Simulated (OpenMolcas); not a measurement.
**Levels of B2+ by method**

| Property | Result |
| --- | --- |
| Program | OpenMolcas 26.06 |
| Basis | ANO-RCC-VDZ [3s2p] |
| Scalar Hamiltonian | DKH4, point nucleus |
| Active space | 1 electron in 4 orbitals (2s 2p) |
| State averaging | 2S+1 = 2 even, 1 root; 2S+1 = 2 odd, 3 roots |
| Spin-orbit coupling | RASSI with atomic mean-field integrals over the reference wave functions, term energies averaged over their components |

Methods on the same reference wave functions:
A. CASSCF
B. SS-CASPT2, IPEA 0.25 Eh, imaginary shift 0.1 Eh (closed shells correlated: 1s)

Energies in cm⁻¹ above 2s ²S_1/2, the measured ground level; measured values from Moore, Atomic Energy Levels, vol. I, NSRDS-NBS 35 (1971 reprint of NBS Circular 467, 1949).

```csv
Level,A,B,Measured
2s ²S_1/2,0.0,0.0,0.0
2p ²P°_1/2,49045,49029,48358
2p ²P°_3/2,49076,49059,48393
```

Deviations, from unrounded energies. A percentage is the sum of absolute deviations over the sum of measured energies, with the sign that they share, or ± where signs differ.

| Against measurement | Levels | A | B |
| --- | --- | --- | --- |
| mean absolute deviation (cm-1) | 2 | 680 | 670 |
| other configurations (%) | 2 | +1.4 | +1.4 |

A, B lie about equally close to measurement. The largest miss of B in the table is 2p ²P°_1/2, by +670 cm-1. The ranking rests on the paired levels alone, and a cruder setting can come out closer through cancelling errors.

The lowest spin-free term lies below A's lowest term by 0.001 hartree in B.

With one active electron the reference holds no correlation, so core polarisation is missing (holds for A). With one active electron, CASPT2 adds the correlation within the correlated inactive shells and between them and that electron, and leaves the splitting within a term as the reference gives it (holds for B). Computed and measured levels are paired by configuration, term and J; levels that our copy of the source lacks, or whose pairing is in doubt (as where it misses far off the trend of its configuration), stay unpaired and out of the deviations. Levels of configurations outside the active space are missing.

° marks odd parity.
